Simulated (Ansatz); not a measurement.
`[OH][Zr]1234([F])([Cl])[C@@H]5[C@H]1[C@H]2[C@@]3(F)[C@@H]54`, 15 atoms. Total charge 0; spin multiplicity 1. Correlated methods include outer-core shells of Zr, which these sets cover unevenly. Zr takes the def2 core potential. All runs use 4 threads of an AMD EPYC 7R13 on a shared host and a share of an NVIDIA H100 80 GB. Correlated methods freeze the cores. Open-shell runs search over several starts.

Task: How many basis functions does each run have, and how long does it take in Ansatz? UHF-MP2/def2-QZVPP energy of the cation; UKS r2SCAN-D4/def2-TZVPP energy of the cation; UHF-CCSD(T)/def2-TZVPP energy of the cation; UKS ωB97M-V/def2-TZVPP energy of the cation; RKS r2SCAN-D4/def2-TZVPP energy and forces; UKS ωB97X-V/def2-TZVPP energy of the cation; RKS B2PLYP (frozen core)/def2-TZVPP energy; RHF-CCSD(T)/def2-SVP energy; RKS PBE0-D4/def2-TZVP relaxation (36 steps); UKS B2PLYP (frozen core)/def2-TZVPP energy of the cation; RKS PBE0-D4/def2-SVP energy; RKS ωB97M-V/def2-QZVPP energy. (Best estimate.)

Result: Computed: Other jobs shared the machine, so times are rough.

| level | job | functions | wall time | peak host memory (GiB) |
| --- | --- | --- | --- | --- |
| RKS PBE0-D4/def2-SVP | energy | 186 | 9 s | 0.85 |
| RHF-CCSD(T)/def2-SVP | energy | 186 | 11 s | 0.82 |
| RKS B2PLYP (frozen core)/def2-TZVPP | energy | 416 | 11 s | 2.1 |
| RKS r2SCAN-D4/def2-TZVPP | energy and forces | 416 | 12 s | 0.99 |
| RKS ωB97M-V/def2-QZVPP | energy | 757 | 13 s | 1.5 |
| UKS r2SCAN-D4/def2-TZVPP | energy of the cation | 416 | 18 s | 1.2 |
| UKS ωB97M-V/def2-TZVPP | energy of the cation | 416 | 19 s | 1.5 |
| UKS ωB97X-V/def2-TZVPP | energy of the cation | 416 | 22 s | 1.4 |
| UKS B2PLYP (frozen core)/def2-TZVPP | energy of the cation | 416 | 23 s | 2.3 |
| UHF-MP2/def2-QZVPP | energy of the cation | 757 | 54 s | 7.2 |
| RKS PBE0-D4/def2-TZVP | relaxation (36 steps) | 355 | 3.3 min | 1.1 |
| UHF-CCSD(T)/def2-TZVPP | energy of the cation | 416 | 10 min | 4.7 |
